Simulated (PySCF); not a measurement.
Zero-point energy (kcal/mol) of eight silicon and germanium compounds: PBE-D3(BJ) beside B3LYP-D3(BJ), computed with PySCF for isolated molecules in the bases named; differences from unrounded values. The eight are the first of their class met in an unordered collection, after screening for sound electronic states; none was chosen by its value. Each level has its own optimised geometry.

```tsv
molecule	basis	B3LYP-D3(BJ)
1-chloroethenyl(methyl)silane (C3H7ClSi), SMILES C=C(Cl)[SiH2]C	def2-SVP	54.43
Si(F)(Cl)(Me)(OH) (CH₄ClFOSi), SMILES [Si](Cl)(F)(O)C	def2-SVP	35.05
Si(F)2(OMe)(NH2) (CH5F2NOSi), SMILES CO[Si](N)(F)F	def2-SVP	47.06
C2H7FSi2, SMILES F[SiH2]/C=C/[SiH3]	def2-SVP	48.68
CH6OSeSi, SMILES CO[SiH2][SeH]	def2-SVP	42.59
CH3NO3Si, SMILES O=C=N[SiH](O)O	def2-SVP	32.19
C2H9ClSi3, SMILES C([SiH2][SiH2][SiH3])(Cl)=C	def2-SVP	58.02
C4H10Si, SMILES C1CC[SiH2]C1	def2-SVP	80.35
```

Question: Estimate the PBE-D3(BJ) values and say how PBE-D3(BJ) differs from B3LYP-D3(BJ) over the set. (The exact figures need the calculation; the answer reports its results.)

Answer: 
| molecule | PBE-D3(BJ) | difference |
|---|---|---|
| 1-chloroethenyl(methyl)silane (C3H7ClSi), SMILES C=C(Cl)[SiH2]C | 52.93 | -1.50 |
| Si(F)(Cl)(Me)(OH) (CH₄ClFOSi), SMILES [Si](Cl)(F)(O)C | 34.18 | -0.87 |
| Si(F)2(OMe)(NH2) (CH5F2NOSi), SMILES CO[Si](N)(F)F | 45.84 | -1.22 |
| C2H7FSi2, SMILES F[SiH2]/C=C/[SiH3] | 47.14 | -1.55 |
| CH6OSeSi, SMILES CO[SiH2][SeH] | 41.33 | -1.25 |
| CH3NO3Si, SMILES O=C=N[SiH](O)O | 31.24 | -0.95 |
| C2H9ClSi3, SMILES C([SiH2][SiH2][SiH3])(Cl)=C | 56.17 | -1.86 |
| C4H10Si, SMILES C1CC[SiH2]C1 | 78.25 | -2.10 |
PBE-D3(BJ) lies below B3LYP-D3(BJ) in 8 and above it in 0 of the eight; the mean signed difference is -1.41 and the largest -2.10 kcal/mol.
